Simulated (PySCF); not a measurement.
Precursor series metal swap MX4 OH. Isolated molecules, 0 K electronic values unless said otherwise. One relaxed conformer stands for each flexible species; it need not be the lowest.

All values below come from PBE-D3(BJ)/def2-TZVP // BP86-D3(BJ)/def2-SVP (PySCF 2.14.0). All candidates: neutral, multiplicity 1. 

- HOMO–LUMO gap: 5.81 eV
- HOMO: -7.59 eV
- LUMO: -1.78 eV

**Question.** Which member has these values?
A. [V(=O)(OH)3]
B. [Nb(=O)(OH)3]
C. [Cr(=O)2(OH)2]
D. [Mo(=O)2(OH)2]

**Answer.** B, [Nb(=O)(OH)3]. The others give [Cr(=O)2(OH)2]: 2.70 eV, -7.51 eV, -4.81 eV; [V(=O)(OH)3]: 4.19 eV, -7.49 eV, -3.30 eV; [Mo(=O)2(OH)2]: 4.10 eV, -7.40 eV, -3.30 eV
